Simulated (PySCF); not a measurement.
Vertical excitations of a molecule CH8GeOSi from TDA-PBE/def2-SVPD run with PySCF 2.14.0, as energy in eV (oscillator strength): 5.95 (0.001), 6.24 (0.008), 6.48 (0.019), 6.79 (0.052), 6.87 (0.011), 7.17 (0.002), 7.20 (0.002), 7.28 (0.080), 7.32 (0.000), 7.62 (0.017). Lowest triplet (TDA): 5.67 eV. Geometry: TPSSh-D3(BJ)/def2-SVP. One conformer was computed; it need not be the lowest.

Which structure fits?
A) [SiH3]C[O][GeH3]
B) C[O][GeH2][SiH3]
C) O[SiH2][CH2][GeH3]
D) C[SiH2][O][GeH3]

D, C[SiH2][O][GeH3]
